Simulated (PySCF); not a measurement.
BrH₃PbSi, SMILES [SiH3][Pb][Br] (connectivity only; charge and spin as stated), neutral, multiplicity 1.

Geometry: PBE-D3(BJ)/def2-SVP. The structure was generated by enumeration; whether it is a known compound was not checked. The def2 effective core potentials stand for the cores of Pb; spin–orbit coupling is left out.

Computed with TDA-PBE/def2-SVPD run with PySCF.

Vertical excitations. Gas-phase values at a fixed geometry. State labels are in the subgroup Cs.

```csv
state,symmetry,energy (eV),λ (nm),f,main pairs
S1,A",1.84,674,0.001,HOMO→LUMO 99 %
S2,A",3.07,404,0.000,HOMO−1→LUMO 99 %
S3,A',3.52,352,0.027,HOMO−2→LUMO 82 %
S4,A',3.67,338,0.017,HOMO→LUMO+1 88 %
S5,A",3.74,332,0.003,HOMO−3→LUMO 98 %
S6,A",4.34,286,0.003,HOMO−5→LUMO 99 %
S7,A',4.43,280,0.002,HOMO−4→LUMO 93 %
S8,A',4.95,251,0.016,HOMO−1→LUMO+1 89 %
S9,A",4.98,249,0.003,HOMO−2→LUMO+1 100 %
S10,A',5.15,241,0.229,"HOMO→LUMO+2 51 %, HOMO→LUMO+3 23 %, HOMO−1→LUMO+2 9 %"
T1,A",1.38,898,0,HOMO→LUMO 99 %
T2,A',2.80,443,0,HOMO−2→LUMO 100 %
T3,A",2.87,433,0,HOMO−1→LUMO 99 %
T4,A',3.22,384,0,HOMO→LUMO+1 100 %
```
Triplets are in the Tamm–Dancoff approximation.
